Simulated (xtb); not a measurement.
xtb input (GFN2-xTB):

```bash
xtb mol.xyz --gfn 2 --ohess tight --chrg 1 --uhf 0
```
mol.xyz:
```
11

Si     0.22165927     0.43687133    -0.15213093
O      1.54511425     0.05894343    -1.13868392
O      0.81254342     0.90273190     1.40149861
O     -0.62653935     1.72876513    -0.90487096
N     -0.79946960    -0.95227464    -0.05623235
H      1.98851776    -0.71262837    -0.73317789
H      1.29167076     0.16993170     1.74315117
H     -1.36100596     1.98250001    -0.27329485
H     -0.24834609    -1.71377301     0.47420575
H     -1.63723970    -0.67252994     0.67393926
H     -1.19702941    -1.22699036    -0.87600119
```

End of the output:

```
   ------------------------------------------------------------------------
    298.15    0.945086E-02    0.878016E-01    0.403180E-01    0.474836E-01
   ------------------------------------------------------------------------

         :::::::::::::::::::::::::::::::::::::::::::::::::::::
         ::                  THERMODYNAMIC                  ::
         :::::::::::::::::::::::::::::::::::::::::::::::::::::
         :: total free energy         -19.605591933593 Eh   ::
         ::.................................................::
         :: total energy              -19.653075524021 Eh   ::
         :: zero point energy           0.078350737238 Eh   ::
         :: G(RRHO) w/o ZPVE           -0.030867146810 Eh   ::
         :: G(RRHO) contrib.            0.047483590429 Eh   ::
         :::::::::::::::::::::::::::::::::::::::::::::::::::::

optimized geometry written to: xtbopt.xyz

           -------------------------------------------------
          | TOTAL ENERGY              -19.653075524021 Eh   |
          | TOTAL ENTHALPY            -19.565273928133 Eh   |
          | TOTAL FREE ENERGY         -19.605591933593 Eh   |
          | GRADIENT NORM               0.000480211816 Eh/α |
          | HOMO-LUMO GAP               9.505557821843 eV   |
           -------------------------------------------------

------------------------------------------------------------------------
------------------------------------------------------------------------
 total:
 SCF:
 ANC optimizer:
 analytical hessian:
```

It need not be the lowest isomer of its formula.
